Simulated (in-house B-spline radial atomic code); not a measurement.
RPA and G0W0 for neutral rubidium, [Kr] 5s1, highest spin, as one setting changes: the radius of a hard wall (bohr). Start: PBE0. A dash marks a level of low quasi-particle weight. Computed with a B-spline radial code for spherical atoms: all electrons, scalar-relativistic (spin-free one-electron X2C), finite nucleus, each spin shell either full or empty, empty states to l = 9 with an (l + 1/2)⁻⁴ tail; G0W0 by contour deformation at full frequency.

RPA overbinds a lone outer s electron by self-correlation, and G0W0 tends to as well.

```
radius of a hard wall (bohr)  mean-field level (eV)  G0W0 level (eV)  RPA correlation (Eh)
                           5                  4.252      5s up 1.384               -2.6647
                           6                      ?                ?                     ?
                           8                      ?                ?                     ?
                          12                 -2.792     5s up -4.484               -2.6321
```

(1) What belongs in the row for 8?

(2) What belongs in the row for 6?

## Answers

(1) mean-field level (eV): -1.959; G0W0 level (eV): 5s up -4.039; RPA correlation (Eh): -2.6391.

(2) mean-field level (eV): 0.491; G0W0 level (eV): 5s up -2.017; RPA correlation (Eh): -2.651.
